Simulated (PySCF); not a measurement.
PbClBr, SMILES [Br][Pb][Cl] (connectivity only; charge and spin as stated), neutral, multiplicity 1.

Coordinates come from a B3LYP-D3(BJ)/def2-TZVP optimisation. The def2 effective core potentials stand for the cores of Pb; spin–orbit coupling is left out.

All values below come from PBE/def2-TZVPD (PySCF).

Symmetry labels are those of the subgroup Cs that the program uses (full group Cs).

Computed valence orbital energies around the gap with their symmetry:
```tsv
orbital	symmetry	energy (eV)
HOMO−7	A'	-18.51
HOMO−6	A'	-13.24
HOMO−5	A'	-8.45
HOMO−4	A'	-7.81
HOMO−3	A"	-7.67
HOMO−2	A"	-7.11
HOMO−1	A'	-7.03
HOMO	A'	-6.83
LUMO	A"	-3.91
LUMO+1	A'	-2.13
LUMO+2	A'	-1.80
LUMO+3	A'	-0.36
```
